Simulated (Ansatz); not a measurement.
Input file for Ansatz (a program for electronic structure): U-CCSD(T)/cc-pVTZ on CH5Ga (SMILES [CH3][GaH2]), a point of a bond scan (R = 3.464 Å). The run froze 15 orbitals, filled d shells among them.

Ansatz 0.2 input:
```yaml
crystal:
  periodic: [false, false, false]
  atoms:
    - {symbol: C, position_ang: [-1.56095123, -0.12280766, 0.00123703]}
    - {symbol: Ga, position_ang: [1.89270508, 0.14422323, -0.00330163]}
    - {symbol: H, position_ang: [-1.98854607, 0.49917965, -0.78831952]}
    - {symbol: H, position_ang: [-1.90125078, -1.14877881, -0.13142206]}
    - {symbol: H, position_ang: [-1.95364954, 0.25454584, 0.94939406]}
    - {symbol: H, position_ang: [2.56450992, 1.56916249, 0.04994379]}
    - {symbol: H, position_ang: [2.81535418, -1.13160354, -0.04885750]}
basis:
  gaussian:
    orbitals: cc-pVTZ
correlation: {method: ccsd_t, electrons: outside_noble_gas}
scf: {omitted_lower_state_checks: [cluster_reference]}
magnetization: {spin_polarized: true, initial_magnetization: 0}
```

Program output:

```
WARN ansatz: RAYON_NUM_THREADS=2 ignored (pool sized by the plan → 2); use --threads N
Functional definition: HF
these checks for a lower state are left out or cut short: cluster_reference
integrals: 0.49 GiB planned
828 factors; integrals over basis functions are off by at most 1.7e-3 eV
mean field: 0.47 GiB planned
mean field evaluation 1: about -53436.1637 eV, gradient 2.4e1 eV
mean field evaluation 2: about -53436.1640 eV, gradient 2.4e1 eV
mean field evaluation 4: about -53440.8399 eV, gradient 2.6e0 eV
mean field evaluation 8: about -53440.9668 eV, gradient 1.6e-1 eV
mean field evaluation 16: about -53442.2645 eV, gradient 7.5e-2 eV
mean field evaluation 32: about -53442.2635 eV, gradient 4.6e-6 eV
mean field -53442.26351528 eV, -1963.9669597192 hartree, gradient 2.2e-6 eV, S^2 0.876743; 6 other end points of the search recorded, 0 dependent functions left out
15 core orbitals not correlated
reference -53442.26351528 eV, -1963.9669597192 hartree; 6, 6 occupied and 122, 122 virtual orbitals, 828 factors
second order -6.28259777 eV of doubles, -0.00000000 eV of singles
coupled cluster: 1.41 GiB planned
cycle   1  -7.01195962 eV  change   -7.3e-1 eV  update   7.3e-2
cycle   2  -7.32391888 eV  change   -3.1e-1 eV  update   3.2e-2
cycle   3  -7.36385038 eV  change   -4.0e-2 eV  update   2.2e-2
cycle   4  -7.38150356 eV  change   -1.8e-2 eV  update   1.7e-2
cycle   5  -7.40905576 eV  change   -2.8e-2 eV  update   1.3e-2
cycle   6  -7.43377471 eV  change   -2.5e-2 eV  update   7.9e-3
cycle   7  -7.44593627 eV  change   -1.2e-2 eV  update   4.1e-3
cycle   8  -7.45179059 eV  change   -5.9e-3 eV  update   2.0e-3
cycle   9  -7.45175469 eV  change    3.6e-5 eV  update   9.6e-4
cycle  10  -7.45193694 eV  change   -1.8e-4 eV  update   3.8e-4
cycle  11  -7.45204193 eV  change   -1.0e-4 eV  update   1.6e-4
cycle  12  -7.45200554 eV  change    3.6e-5 eV  update   6.2e-5
cycle  13  -7.45200163 eV  change    3.9e-6 eV  update   2.2e-5
cycle  14  -7.45199469 eV  change    6.9e-6 eV  update   7.9e-6
coupled cluster: 1.42 GiB planned
perturbative correction -0.25581699 eV, -0.0094011011 hartree
Total energy: -53449.97132696 eV, -1964.2502165740 hartree
Checks for a lower state left out: cluster_reference
```

The calculation finished and met its thresholds. Its determinant has ⟨S²⟩ = 0.88, a mixture of spin states.

Cost: around 50 core-seconds (rough).
